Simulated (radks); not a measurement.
The mean radii <r> (bohr) of the occupied orbitals of an atom or ion are listed with their occupations. Method: Dirac Kohn-Sham, PBE, spin-unpolarised, spherical densities, point nucleus; computed with a radial shooting solver on a logarithmic mesh with Libxc functionals.

| orbital | occ. | <r> |
|---|---|---|
| 1s1/2 | 2 | 0.01714 |
| 2s1/2 | 2 | 0.07168 |
| 2p1/2 | 2 | 0.05906 |
| 2p3/2 | 4 | 0.06749 |
| 3s1/2 | 2 | 0.1865 |
| 3p1/2 | 2 | 0.1768 |
| 3p3/2 | 4 | 0.1923 |
| 3d3/2 | 4 | 0.1676 |
| 3d5/2 | 6 | 0.1723 |
| 4s1/2 | 2 | 0.4148 |
| 4p1/2 | 2 | 0.4177 |
| 4p3/2 | 4 | 0.4515 |
| 4d3/2 | 4 | 0.4612 |
| 4d5/2 | 6 | 0.4723 |
| 5s1/2 | 2 | 0.9276 |
| 4f5/2 | 6 | 0.5073 |
| 4f7/2 | 8 | 0.5141 |
| 5p1/2 | 2 | 0.9888 |
| 5p3/2 | 4 | 1.065 |
| 5d3/2 | 0.8 | 1.255 |
| 5d5/2 | 1.2 | 1.280 |

Name the element and its charge. Open shells, if any, are shared by 2j + 1.

Answer. Z = 78, platinum, charge +8: Pt8+ in [Xe] 4f14 5d2. The 1s radius gives Z: for a bare nucleus <r> = (2 gamma + 1)/(2Z) with gamma = sqrt(1 - (Z/c)^2), 0.01695 bohr for Z = 78, and screening makes it slightly larger (0.01714 here). The occupations add up to 70, and the charge is Z minus that.
